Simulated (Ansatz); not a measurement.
Coupled-cluster diagnostics for the cluster Li₆H₅⁺, Ansatz.

Geometry of the singlet (r2SCAN-D4/def2-TZVP):

Cartesian coordinates in Å:
```
Li -1.784 -0.027 -0.679
Li 2.097 0.054 0.762
Li 1.088 0.249 -1.948
Li -0.914 -0.186 1.673
Li -0.237 -1.901 -0.036
Li 0.315 2.221 0.037
H -1.050 1.281 0.478
H 0.775 -0.928 1.239
H -1.761 -1.264 0.570
H -0.251 -0.741 -1.536
H 1.722 1.240 -0.562
```

Correlated methods freeze no core orbitals; core or outer-core shells of Li are correlated, in sets that lack core-valence functions. Another isomer (singlet) lies 0.06 eV lower at PBE0-D4/def2-TZVP; other spin states weren't run for this one.

Problem. Estimate the CCSD(T) correlation energy, the shares of MP2 and (T), T1 and the reference's ⟨S²⟩ for: charge 1, singlet, own geometry in def2-TZVPP; and the rough time on 4 threads of Arm Neoverse V2 on a shared host.

Solution. 
```json
{"state": "charge 1, singlet, own geometry", "basis": "def2-TZVPP", "correlation (eV)": "-11.003", "MP2 share (%)": "83.5", "(T) share (%)": "0.6", "T1": "0.004", "⟨S²⟩ (pure)": "0.00 (0.00)", "wall time": "20 s"}
```
Customary marks for T1 are 0.02 (closed shells), 0.045 (open shells) and about 0.05 (3d metals). T1 stays under 0.02 throughout.
